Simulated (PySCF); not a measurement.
Dipole moment and polarisability across levels of theory

Compound: CH8GeOSSi.
SMILES: `CS[SiH2][O][GeH3]`

PySCF, dipoles from the SCF density, polarisabilities from static response with core orbitals frozen. The structure is a single PBE0-D3(BJ)/def2-SVP conformer in the gas phase; no vibrational or solvent corrections. Relativistic effects, spin–orbit coupling among them, are left out although an element past zinc is present.

Compare the levels for these properties.

| level | μ (D) | α (Å³) | anisotropy (Å³) |
| --- | --- | --- | --- |
| LDA/def2-SVPD | 1.447 | 14.75 | 2.80 |
| PBE/def2-SVPD | 1.442 | 14.45 | 2.69 |
| B3LYP/def2-SVPD | 1.424 | 13.94 | 2.39 |
| PBE0/def2-SVPD | 1.462 | 13.81 | 2.38 |
| BHandHLYP/def2-SVPD | 1.440 | 13.34 | 2.14 |
| CAM-B3LYP/def2-SVPD | 1.434 | 13.69 | 2.24 |
| wB97X-D/def2-SVPD | 1.477 | 13.64 | 2.24 |
| LC-wPBE/def2-SVPD | 1.481 | 13.33 | 2.15 |
| HF/def2-SVPD | 1.490 | 12.71 | 1.89 |
| PBE0/6-31G* | 1.541 | 11.14 | 2.22 |
| PBE0/def2-SVP | 1.402 | 11.59 | 2.37 |
| PBE0/def2-TZVP | 1.463 | 13.10 | 2.39 |

The anisotropy is √(½[(α1 − α2)² + (α2 − α3)² + (α3 − α1)²]). The dipole runs from 1.40 D (PBE0/def2-SVP) to 1.54 D (PBE0/6-31G*). No reference polarisability is at hand; against PBE0 in the largest diffuse basis at hand (def2-SVPD) the other PBE0 rows deviate by 6-31G* -19%, def2-SVP -16%, def2-TZVP -5%. In one basis (def2-SVPD) the functionals order the polarisability from HF (lowest) to LDA (highest), a spread of 16%. With PBE0 the polarisability is 11.94 Å³ without diffuse functions (mean of 6-31G*, def2-SVP and def2-TZVP) and 13.81 Å³ with them (def2-SVPD).
